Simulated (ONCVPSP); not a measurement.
## Ranking ONCV potentials for F (Z = 9)

All share these settings but for the change named:

ONCVPSP 4.0.1 input, shortened (lines: element, Z, core and valence counts, functional; n l f; lmax; l rc ep ncon nbas qcut; lloc lpopt rc5 dvloc0; l nproj debl; icmod fcfact rcfact), PBE, non-relativistic:

```
  F 9.00    1    2        4      upf
    1    0    2.00
    2    0    2.00
    2    1    3.00
    1
    0    0.80    0.00    3    7   10.40
    1    1.20    0.00    4    8   10.20
    4    5    0.70    0.00
    0    1    4.00
    1    2    2.20
    2    0.40    0.85
```

Test errors are all-electron minus pseudo excitation energies from the reference, over 2s2 2p5; 2s2 2p4; 2s2 2p2; 2s1 2p6. None of these files shows a bound ghost.

The base gives 337.4 meV.

Of 7 variants that were run, those that failed, showed a ghost or another fault, or gave nearly equal values are left out.

A variant can come out equal or close to the base, since the largest error may sit in a test that the change hardly touches while other tests move.

(1) Rank these variants by their largest absolute test error, smallest first.
A. s: rc 0.92
B. s: rc 0.64; local potential polynomial inside 0.64 bohr (lpopt 5, dvloc0 0 Ha)
C. s: rc 1.18

Answers

(1) B (315.7 meV), A (361.9 meV), C (432.7 meV).
